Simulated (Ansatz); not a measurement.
Cost and result up the ladder for Sn16PH28 (45 atoms). The state is a doublet with charge 0. Geometry: PBE-D4/def2-SVP.

Cartesian coordinates in Å:
```
P -0.9540 -1.1471 -2.1142
Sn 1.7599 -4.2836 -0.2652
Sn -2.2023 -3.5156 1.5816
Sn 1.6617 0.8222 -0.6246
Sn -0.8913 1.2557 0.5330
Sn 1.3329 -0.6704 2.7218
Sn -0.5195 3.8968 -2.9045
Sn 1.1796 5.0430 1.3804
Sn 0.6952 -3.0497 -2.5663
Sn 1.5462 2.0079 -3.1927
Sn -2.8599 -2.3525 -0.9032
Sn -2.4791 2.4584 -1.4913
Sn -0.3598 -5.5769 1.0578
Sn 3.0718 -2.6150 1.5929
Sn -1.1317 -1.8058 3.5570
Sn -0.5497 3.1676 2.5787
Sn 0.3102 5.9443 -1.1483
H 2.9061 -5.4498 -0.8747
H -3.7103 -4.1733 2.1652
H -1.5892 -1.2635 -3.4057
H 2.0665 -0.8646 -0.7710
H 2.9163 1.5528 0.3412
H -1.6602 -0.2234 1.0512
H 2.1373 0.0076 4.1327
H -1.0714 4.5653 -4.4132
H 2.7254 4.2803 1.1745
H 1.4295 6.4320 2.3936
H -0.0886 -4.2552 -3.5478
H 1.9390 -2.3072 -3.5248
H 1.1637 0.8215 -4.4005
H 3.0610 2.7401 -3.6273
H -3.4935 -3.5871 -1.9569
H -4.0813 -1.1279 -0.7256
H -3.3347 1.2970 -2.4562
H -3.6569 3.5154 -0.7680
H -1.0674 -6.8194 0.0731
H 0.1868 -6.3157 2.5315
H 3.7510 -3.6620 2.8135
H 4.4054 -1.8114 0.8225
H -0.9815 -2.7497 5.0173
H -2.2574 -0.5256 3.8984
H 0.1693 2.5249 4.0234
H -2.0500 3.9182 3.0250
H 1.5947 6.8644 -1.8726
H -1.0199 7.0370 -0.9116
```

Ansatz on 4 threads of AMD EPYC 7R13 on a shared host and a share (37 GiB) of an NVIDIA H100 80GB HBM3. Times are rough, and most runs start from the orbitals of an earlier one. r2SCAN0-D4/def2-TZVP serves as the yardstick here, not as an exact answer. Differences are given only for rows in sets of like size (and for xTB, whose basis is part of the method), since another set adds its own error. Binding counts from free atoms at the same level (P quartet, Sn triplet, H doublet; other spins of the atoms weren't run), without zero-point energy or a counterpoise term.

In the def2 sets Sn takes a core potential; there is no spin–orbit coupling. Correlated methods freeze 69 core orbitals; core or outer-core shells of Sn are correlated, in sets that lack core-valence functions. The rows differ in basis, and correlated rows in double-zeta sets carry the largest basis error. Single mean-field runs in def2-SVP, def2-TZVP are fitted with def2-universal-jkfit.

Correlated methods converge slowly with the basis, most of all in double-zeta sets.

```
                         level  functions  wall time
               PBE-D4/def2-SVP        574       12 s
              PBE0-D4/def2-SVP        574       15 s
           r2SCAN-D4/def2-TZVP       1005       19 s
                  MP2/def2-SVP        574       22 s
PBE-D4/def2-TZVP (with forces)       1005       26 s
             PBE0-D4/def2-TZVP       1005       34 s
          r2SCAN0-D4/def2-TZVP       1005       43 s
```

Question: Estimate what each level gives for the binding energy per atom (eV).

Answer: 
```csv
level,binding energy per atom (eV),difference from r2SCAN0-D4/def2-TZVP (eV)
PBE-D4/def2-SVP,2.39,–
PBE0-D4/def2-SVP,2.38,–
r2SCAN-D4/def2-TZVP,2.41,0.02
MP2/def2-SVP,2.18,–
PBE-D4/def2-TZVP (with forces),2.40,0.01
PBE0-D4/def2-TZVP,2.40,0.00
r2SCAN0-D4/def2-TZVP,2.40,0.00
```
